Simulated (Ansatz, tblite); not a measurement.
Cost and result up the ladder for `c1ccc(-c2ccc(-c3ccc(-c4ccc(-c5ccccc5)cc4)cc3)cc2)cc1` (52 atoms). Charge 0, multiplicity 1. Geometry: r2SCAN-D4/def2-SVP.

Ansatz on 2 threads of AMD EPYC 7R13 on a shared host and a share (18 GiB) of an NVIDIA H100 80GB HBM3; xTB runs through tblite on one thread. Times are rough, summed over both states, and most runs start from the orbitals of an earlier one. PBE0-D4/def2-TZVP serves as the yardstick here, not as an exact answer. The other state is a doublet.

The xTB rows come from tblite. Single mean-field runs in def2-TZVP are fitted with def2-universal-jkfit.

Raw xTB energies of ions are shifted by several eV.

```tsv
level	functions	vertical IE (eV)	difference from PBE0-D4/def2-TZVP (eV)
GFN2-xTB	142	11.56	4.51
GFN1-xTB	164	12.54	5.49
PBE-D4/def2-TZVP	1062	6.74	-0.32
PBE0-D4/def2-TZVP (with forces)	1062	7.05	0.00
```

Q: Estimate how long each takes.

A: GFN1-xTB 0.25 s; GFN2-xTB 0.25 s; PBE-D4/def2-TZVP 24 s; PBE0-D4/def2-TZVP (with forces) 40 s. On shared hardware such times vary by a factor of up to 3.
